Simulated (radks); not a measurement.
Q: Coherent X-ray form factor from a spherical all-electron density. Calculated with a radial shooting solver on a logarithmic mesh with Libxc functionals: scalar-relativistic Kohn-Sham, PBE, spin-polarised, spherical densities, finite nucleus; Fermi nuclear charge, rms radius of each element as measured or else 0.836 A^(1/3) + 0.57 fm.

sin(theta)/lambda (1/angstrom)  f0 (electrons)
0.05                                    63.448
0.1                                     61.866
0.15                                    59.454
0.2                                     56.485
0.25                                    53.237
0.3                                     49.945
0.4                                     43.811
0.5                                     38.625
0.6                                     34.313
0.8                                     27.546
1                                       22.638
1.25                                    18.598
1.5                                     16.073
2                                       12.577

The species is in the configuration that NIST lists as its ground one. Which atom or ion scatters so?

A: The erbium ion Er4+, [Xe] 4f10. Extrapolating in s^2 from the first two rows gives f0(0) = 64.0, near the electron count 64; among species with that count, the fall with angle is slower the higher Z, and the table is that of Z = 68; from so few rows the species is fixed only to a neighbour or two.
